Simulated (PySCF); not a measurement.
AlGeH5O2S, SMILES [OH][Al]([OH])[S][GeH3].

The structure is a stationary point at B3LYP-D3(BJ)/def2-SVP. The structure was generated by enumeration; whether it is a known compound was not checked. Other conformers were not sampled.

These are PBE0/def2-TZVP run with PySCF values and carry that method's errors.

Symmetry labels are those of the subgroup Cs that the program uses (full group Cs).

### Question
List the valence orbital energies around the gap with their symmetry. (The exact figures need the calculation; the answer reports its results.)

### Answer

```tsv
orbital	symmetry	energy (eV)
HOMO−7	A'	-10.09
HOMO−6	A"	-10.06
HOMO−5	A'	-9.69
HOMO−4	A"	-9.60
HOMO−3	A"	-9.14
HOMO−2	A'	-9.11
HOMO−1	A'	-8.52
HOMO	A"	-7.42
LUMO	A'	-0.60
LUMO+1	A'	-0.08
LUMO+2	A"	0.31
LUMO+3	A'	1.03
```
